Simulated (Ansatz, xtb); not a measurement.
Molecule: ZnI$_{2}$, charge -1, multiplicity 2. The spin state was set by rule; other spins were not relaxed. 
Geometry from a B3LYP-D3(BJ)/def2-TZVP (Ansatz, a first-principles code) optimisation:
```
Zn
I 1 2.7117
I 1 2.7117 2 121.71
```
Charge -1, spin multiplicity 2.

Harmonic wavenumbers from GFN2-xTB (xtb, at its own minimum), cm⁻¹: 36, 130, 139.

### Question
Give the harmonic wavenumbers at B3LYP-D3(BJ)/def2-TZVP (Ansatz, finite differences of forces, unscaled).

### Answer
39, 135, 169 cm⁻¹. Zero-point energy 0.5 kcal/mol.
